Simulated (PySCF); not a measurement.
## Running PySCF for ZnN

File input.py (PySCF 2.14):

```python
from pyscf import gto, scf, mp

mol = gto.M(
    atom='Zn 0 0 0; N 0 0 1.753',
    basis='ano-rcc-vdzp',
    charge=0,
    spin=3,
    verbose=4,
)
mf = scf.UHF(mol)
mf = mf.sfx2c1e()
mf.kernel()
mp.MP2(mf, frozen=6).kernel()
mf.dip_moment()
print('orbital energies (hartree):', [e[max(0, n-3):n+3].round(4) for e, n in zip(mf.mo_energy, mol.nelec)])
```

```bash
$ OMP_NUM_THREADS=1 python input.py
```

Output (some set-up lines and the per-cycle HOMO/LUMO lines with their warnings removed):

```
PySCF version 2.14.0

[INPUT] Symbol           X                Y                Z      unit          X                Y                Z       unit  Magmom
[INPUT]  1 Zn     0.000000000000   0.000000000000   0.000000000000 AA    0.000000000000   0.000000000000   0.000000000000 Bohr   0.0
[INPUT]  2 N      0.000000000000   0.000000000000   1.753000000000 AA    0.000000000000   0.000000000000   3.312689896363 Bohr   0.0

nuclear repulsion = 63.3925922950371
number of shells = 7
number of NR pGTOs = 219
number of NR cGTOs = 48
basis = ano-rcc-vdzp
ecp = {}

******** <class 'pyscf.x2c.sfx2c1e.sfX2C1eUHF'> ********
method = sfX2C1eUHF
initial guess = minao
damping factor = 0
level_shift factor = 0
DIIS = <class 'pyscf.scf.diis.CDIIS'>
SCF conv_tol = 1e-09
SCF max_cycles = 50
number electrons alpha = 20  beta = 17

******** <class 'pyscf.x2c.sfx2c1e.SpinFreeX2CHelper'> ********
approx = 1e
xuncontract = 1
init E= -1848.50225098841

cycle= 1 E= -1848.60651565393  delta_E= -0.104  |g|= 0.239  |ddm|= 1.62
cycle= 2 E= -1848.64583901699  delta_E= -0.0393  |g|= 0.15  |ddm|= 0.362
cycle= 3 E= -1848.65420979443  delta_E= -0.00837  |g|= 0.0499  |ddm|= 0.13
cycle= 4 E= -1848.65679161274  delta_E= -0.00258  |g|= 0.0265  |ddm|= 0.125
cycle= 5 E= -1848.65750863946  delta_E= -0.000717  |g|= 0.00852  |ddm|= 0.0755
cycle= 6 E= -1848.65765184053  delta_E= -0.000143  |g|= 0.00422  |ddm|= 0.0362
cycle= 7 E= -1848.65771678305  delta_E= -6.49e-05  |g|= 0.00284  |ddm|= 0.0234
cycle= 8 E= -1848.65775524673  delta_E= -3.85e-05  |g|= 0.00118  |ddm|= 0.0225
cycle= 9 E= -1848.65776258254  delta_E= -7.34e-06  |g|= 0.000296  |ddm|= 0.0119
cycle= 10 E= -1848.65776285876  delta_E= -2.76e-07  |g|= 6.96e-05  |ddm|= 0.00203
cycle= 11 E= -1848.65776287235  delta_E= -1.36e-08  |g|= 1.59e-05  |ddm|= 0.000564
cycle= 12 E= -1848.65776287261  delta_E= -2.61e-10  |g|= 6.8e-06  |ddm|= 6.12e-05
Extra cycle  E= -1848.65776287265  delta_E= -3.73e-11  |g|= 3.5e-06  |ddm|= 1.03e-05
converged SCF energy = -1848.65776287265  <S^2> = 3.7793176  2S+1 = 4.014632

******** <class 'pyscf.mp.ump2.UMP2'> ********
nocc = (np.int64(14), np.int64(11)), nmo = (42, 42)
frozen orbitals 6
E(UMP2) = -1849.32808783566  E_corr = -0.67032496301192
E(SCS-UMP2) = -1849.25449452119  E_corr = -0.596731648537
E_corr(same-spin) = -0.239605738935351
E_corr(oppo-spin) = -0.430719224076569
Dipole moment(X, Y, Z, Debye):  0.00000,  0.00000, -1.73762
orbital energies (hartree): [array([-0.5082, -0.4956, -0.3012,  0.0719,  0.0719,  0.1676]), array([-0.796 , -0.7306, -0.363 ,  0.0462,  0.0564,  0.0564])]
```

In short: E(SCF) = -1848.657763 Eh, 12 cycles, E(MP2) − E(SCF) = -0.67032 Eh, ⟨S²⟩ = 3.779, μz(SCF) = -1.74 D.

Run time: 4.7 s on 1 thread of Intel Xeon Platinum 8488C (shared host).

The bond length is a typed value, not an optimised one. No search for the lowest solution was made.
